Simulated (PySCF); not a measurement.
B(F)(Me)(SMe) (C2H6BFS), SMILES B(F)(SC)C.

Geometry optimised at PBE0-D3(BJ)/def2-SVP. One conformer was computed; it need not be the lowest.

These are M06-2X/def2-TZVP (PySCF) values and carry that method's errors.

Computed frontier levels, gap, dipole moment and polarisability:
```yaml
highest_occupied_level: -8.58 eV
lowest_empty_level: 0.74 eV
orbital_gap: 9.32 eV
dipole_moment: 0.572 e·Å
quadrupole, principal values (traceless, Buckingham form, about the centre of nuclear charge): -2.30, 0.40, 1.90 D·Å
mean_static_polarisability: 57.1 bohr³ (8.45 Å³)
polarisability_principal_values: 45.0, 57.2, 69.0 bohr³
```
